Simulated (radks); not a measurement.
Radial electron density D(r) = 4 pi r^2 rho(r) of an atom or ion with 36 electrons. All-electron calculation, Dirac Kohn-Sham, PBE, spin-unpolarised, spherical densities, finite nucleus; Fermi nuclear charge, rms radius of each element as measured or else 0.836 A^(1/3) + 0.57 fm. Program: a radial shooting solver on a logarithmic mesh with Libxc functionals.

| r (bohr) | D(r) (e/bohr) |
|---|---|
| 0.002183 | 12.04 |
| 0.002797 | 17.41 |
| 0.003585 | 24.66 |
| 0.004557 | 33.66 |
| 0.005839 | 44.89 |
| 0.007423 | 56.95 |
| 0.009513 | 69.08 |
| 0.01219 | 78.48 |
| 0.0155 | 82.60 |
| 0.01986 | 80.79 |
| 0.02525 | 75.57 |
| 0.03235 | 73.01 |
| 0.04146 | 79.91 |
| 0.0527 | 94.58 |
| 0.06753 | 105.5 |
| 0.08585 | 99.32 |
| 0.11 | 81.35 |
| 0.141 | 75.86 |
| 0.1792 | 87.57 |
| 0.2297 | 86.58 |
| 0.292 | 57.75 |
| 0.3741 | 30.16 |
| 0.4794 | 24.14 |
| 0.6095 | 18.83 |
| 0.781 | 7.308 |
| 0.9929 | 1.238 |
| 1.272 | 0.06783 |
| 1.63 | 0.0009708 |

What is the nuclear charge?

Answer. Z = 61. The innermost maximum, from 1s, lies near gamma/Z bohr with gamma = sqrt(1 - (Z/c)^2) = 0.895, here 0.0147 bohr (found: 0.0163), and its height grows with Z. The density is that of the promethium ion Pm25+ in [Kr]; the configuration itself is not fixed sharply by these data, and Z only to a few units. D(r) has 3 maxima, at r = 0.0163, 0.0703, 0.202 bohr, and minima at 0.0311, 0.132 bohr, inside which lie 2.01, 11.06 electrons.
